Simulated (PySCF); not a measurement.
**Solvent effects on NMR parameters**

Geometry:
```json
{"atom": "C1", "x (Å)": "2.238", "y (Å)": "-0.627", "z (Å)": "0.112"}
{"atom": "C2", "x (Å)": "1.405", "y (Å)": "0.522", "z (Å)": "-0.258"}
{"atom": "C3", "x (Å)": "1.261", "y (Å)": "1.770", "z (Å)": "-0.700"}
{"atom": "C4", "x (Å)": "0.080", "y (Å)": "1.040", "z (Å)": "-0.375"}
{"atom": "C5", "x (Å)": "-1.249", "y (Å)": "0.850", "z (Å)": "-0.242"}
{"atom": "B6", "x (Å)": "-1.778", "y (Å)": "-0.499", "z (Å)": "0.270"}
{"atom": "O7", "x (Å)": "-3.115", "y (Å)": "-0.790", "z (Å)": "0.421"}
{"atom": "O8", "x (Å)": "-0.896", "y (Å)": "-1.499", "z (Å)": "0.608"}
{"atom": "H9", "x (Å)": "1.915", "y (Å)": "-1.506", "z (Å)": "-0.465"}
{"atom": "H10", "x (Å)": "3.308", "y (Å)": "-0.441", "z (Å)": "-0.047"}
{"atom": "H11", "x (Å)": "2.051", "y (Å)": "-0.879", "z (Å)": "1.167"}
{"atom": "H12", "x (Å)": "1.727", "y (Å)": "2.688", "z (Å)": "-1.053"}
{"atom": "H13", "x (Å)": "-1.909", "y (Å)": "1.683", "z (Å)": "-0.512"}
{"atom": "H14", "x (Å)": "-3.675", "y (Å)": "-0.053", "z (Å)": "0.163"}
{"atom": "H15", "x (Å)": "-1.380", "y (Å)": "-2.277", "z (Å)": "0.903"}
```

GIAO PBE0/pcSseg-1 in PySCF 2.14 on one PBE0-D3(BJ)/def2-SVP conformer, non-relativistic, equivalent nuclei averaged. Solvents enter as an IEF-PCM continuum (benzene with ε = 2.3, tetrahydrofuran with ε = 7.4) around the gas-phase geometry. Shifts are referred to TMS, BF3·OEt2 computed in the same medium.

Gas phase, δ in ppm: C2 159.9, C4 142.8, C3 134.2, C5 63.7, C1 14.4, B6 28.8, H12 7.71, H13 3.53, H14/H15 3.07, H9/H10/H11 2.60. Dipole moment 2.13 D.

Q: How does each δ change in the continuum?

A: 
```
     atoms                           environment  Δδ, benzene  Δδ, tetrahydrofuran
        C2       fully substituted alkene carbon         +0.7                 +1.2
        C4       fully substituted alkene carbon         +1.8                 +3.1
        C3                             alkene CH         +1.0                 +2.1
        C5                             alkene CH         -1.3                 -2.3
        C1                 allylic methyl carbon         +0.2                 +0.4
        B6                boron bonded to C, 2 O         +0.4                 +0.7
       H12              hydrogen on an alkene CH        +0.16                +0.30
       H13              hydrogen on an alkene CH         0.00                +0.02
   H14/H15     hydrogen on an oxygen bonded to B        +0.32                +0.59
H9/H10/H11  hydrogen on an allylic methyl carbon        +0.05                +0.07
```

Changes are relative to the gas phase. The dipole moment becomes 2.45 D in benzene, 2.71 D in tetrahydrofuran.

Q: Which nuclei move most (in ppm), and what does the model miss?

A: C4 (fully substituted alkene carbon, +3.1 ppm) in tetrahydrofuran. A continuum only polarises the solute; specific hydrogen bonds, the anisotropy of aromatic solvents and changes of geometry or conformer are outside it.
